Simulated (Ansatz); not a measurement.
The cluster ReO3, relaxed as a doublet with UKS r2SCAN-D4/def2-TZVP in Ansatz, starting from the GFN1-xTB geometry. Force threshold 0.02 eV/Å.

In the def2 sets Re takes a core potential; there is no spin–orbit coupling. The structure holds one bond between oxygen atoms, so isomers without such links may lie far lower. The charge 0 doublet is spin-contaminated (final ⟨S²⟩ up to 1.59, 0.75 for a pure state). Another isomer (quartet) lies 0.53 eV lower at PBE0-D4/def2-TZVP; other spin states weren't run for this one.

Start:

| atom | x (Å) | y (Å) | z (Å) |
| --- | --- | --- | --- |
| Re1 | 0.066 | 0.035 | 0.410 |
| O2 | -0.259 | -0.763 | -1.152 |
| O3 | -0.132 | 0.562 | -1.282 |
| O4 | 0.325 | 0.166 | 2.024 |

```csv
step,energy (eV),largest force component (eV/Å),SCF passes
1,-8268.8460,5.262,59
2,-8269.7352,1.818,51
3,-8269.7972,0.516,41
4,-8269.8026,0.073,43
5,-8269.8028,0.057,33
6,-8269.8041,0.065,42
7,-8269.8332,0.256,50
8,-8269.9039,0.533,52
9 (rejected),-8269.8603,1.874,51
10,-8269.9400,0.366,52
11,-8269.9469,0.066,46
12,-8269.9471,0.051,50
13,-8269.9472,0.203,44
14,-8269.9482,0.039,40
15,-8269.9482,0.008,45
16,-8269.9482,0.001,43
```

Force components are those of the run's own axes.

End:

```xyz
4

Re    0.449    0.015    0.385
O    -0.357   -0.810   -1.126
O    -0.222    0.625   -1.303
O     0.130    0.170    2.044
```

By distances, no bond broke or formed. The bond that changes most is Re1–O3, from 1.78 to 1.92 Å (atoms count from 1).

The force fell under the threshold at step 15, but the optimiser went on. No frequencies were taken in this run, so the end may be a saddle point.

It took 49 s on 4 threads of Arm Neoverse V1 on a shared host.
